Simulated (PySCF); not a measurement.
SMILES Bc1cccc(N)c1 (C6H8BN) at its GFN2-xTB optimised geometry (Å):

```
16

B     -1.8188    -1.8338     0.0014
C     -1.0187    -0.5144     0.0000
C     -1.6620     0.7329     0.0014
C     -0.9385     1.9100     0.0033
C      0.4439     1.8837     0.0040
C      1.1224     0.6636     0.0000
N      2.5016     0.6282    -0.0748
C      0.3801    -0.5144     0.0000
H     -2.9883    -1.8129    -0.0036
H     -1.2593    -2.8618     0.0118
H     -2.7411     0.7686     0.0034
H     -1.4508     2.8618     0.0074
H      1.0093     2.8055     0.0065
H      2.9400    -0.2344     0.2044
H      2.9883     1.4589     0.2207
H      0.9071    -1.4587    -0.0011
```

Computed with PySCF with PBE/def2-TZVP. Cells within 0.4 Å of a nucleus heavier than hydrogen are left out (blank, or x).

Map of the HOMO amplitude (bohr^(-3/2)) on the plane z = 0.0 Å; orbital energy -5.13 eV, overall sign arbitrary:

```
|33333333333333333333333333333|
|33333333333333333333333333333|
|33333333333333333333333333333|
|33333333333333333333333333333|
|33333333333333333333333333333|
|33333333333333333333333333333|
|33333333333333333333333333333|
|33333333333334433333344443333|
|33333333333xx44xx333344443333|
|33333333333xx44xx344344433333|
|33333333333333333444434333333|
|333333333x3333333455651123333|
|333333333xx333332xx7xxx012333|
|333333333x3333333x669x1022333|
|33333333333344333445543223333|
|33333333333xx44xx344445433333|
|33333333333xx44xx333444433333|
|33333333333334433333444443333|
|33333333333333333333334443333|
|33333343xxx333333333333333333|
|333333333x3333333333333333333|
|33333333333333333333333333333|
|33333333333333333333333333333|
|33333333333333333333333333333|
|33333333333333333333333333333|
|33333333333333333333333333333|
|33333333333333333333333333333|
|33333333333333333333333333333|
|33333333333333333333333333333|
```
Scale: ten equal steps from -0.023 (start of '0') to 0.037 (end of '9'), in the order '0123456789'; x runs from -5.00 to 5.00, y from -5.00 (bottom) to 5.00 (top).
